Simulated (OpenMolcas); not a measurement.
**C I: CASPT2 settings compared**

| Quantity | Value |
| --- | --- |
| Program | OpenMolcas |
| Basis | ANO-L-VQZP [5s4p3d2f] |
| Scalar Hamiltonian | non-relativistic, point nucleus |
| Active space | 2 electrons in 3 orbitals (2p) |
| State averaging | 2S+1 = 3 even, 3 roots; 2S+1 = 1 even, 6 roots kept (CI in the orbitals of an earlier block) |
| Spin-orbit coupling | RASSI with atomic mean-field integrals over the reference wave functions, term energies averaged over their components |

Methods on the same reference wave functions:
A. CASSCF
B. SS-CASPT2, IPEA 0.75 Eh, no level shift (closed shells correlated: 1s 2s)
C. SS-CASPT2, IPEA 0.1 Eh, sigma2 regulariser 0.5 Eh (closed shells correlated: 1s 2s)
D. XMS-CASPT2, IPEA 0.1 Eh, imaginary shift 0.2 Eh (closed shells correlated: 2s)

Energies in cm⁻¹ above 2s² 2p² ³P₀, the measured ground level; measured values from NIST Handbook of Basic Atomic Spectroscopic Data.

```tsv
Level	A	B	C	D	Measured
2s² 2p² ³P₀	0.0	0.0	0.0	0.0	0.0
2s² 2p² ³P₁	15.8	15.8	15.8	15.8	16.4
2s² 2p² ³P₂	47.3	47.3	47.3	47.3	43.4
2s² 2p² ¹D₂	12848	10080	10460	10320	10193
2s² 2p² ¹S₀	32073	23750	23540	24110	21648
```

Deviations, from unrounded energies. A percentage is the sum of absolute deviations over the sum of measured energies, with the sign that they share, or ± where signs differ.

```csv
Against measurement,Levels,A,B,C,D
mean absolute deviation (cm-1),4,3300,550,540,650
fine structure of the ground term (%),2,±7.5,±7.4,±7.4,±7.4
other terms of the ground configuration (%),2,+41.1,±6.9,+6.8,+8.1
```

B, C lie about equally close to measurement and A furthest from it. The largest miss of C in the table is 2s² 2p² ¹S₀, by +1900 cm-1. The ranking rests on the paired levels alone, and a cruder setting can come out closer through cancelling errors.

Among B to D the level of the table that moves most is 2s² 2p² ¹S₀, by 570 cm-1 (lowest in C, highest in D). Moves below CASPT2's spread within the term are not significant.

The mean deviations of B to D differ by less than CASPT2's widest spread within a term (440 cm-1), so their order carries little weight.

From A to B the spin-free energies of the other terms of 2s² 2p² shown, above ³P, scale by factors of 0.74 to 0.78.

The lowest spin-free term lies below A's lowest term by 0.076 hartree in B, 0.088 hartree in C, 0.084 hartree in D.

Term energies are means over components that CASPT2 splits; among the terms shown or strongly mixed into the levels shown the widest spread is 440 cm-1 (2s² 2p² ¹D, B). Terms from blocks run as CI alone lack orbitals of their own. With the s shell closed, the reference lacks s² → p² mixing. Without dynamic correlation excited terms often stand tens of per cent too high (terms of higher spin than the ground term too low), and those without a measured partner can miss by more than the paired ones (holds for A). Computed and measured levels are paired by configuration, term and J; levels that our copy of the source lacks, or whose pairing is in doubt (as where it misses far off the trend of its configuration), stay unpaired and out of the deviations. Levels of configurations outside the active space are missing.
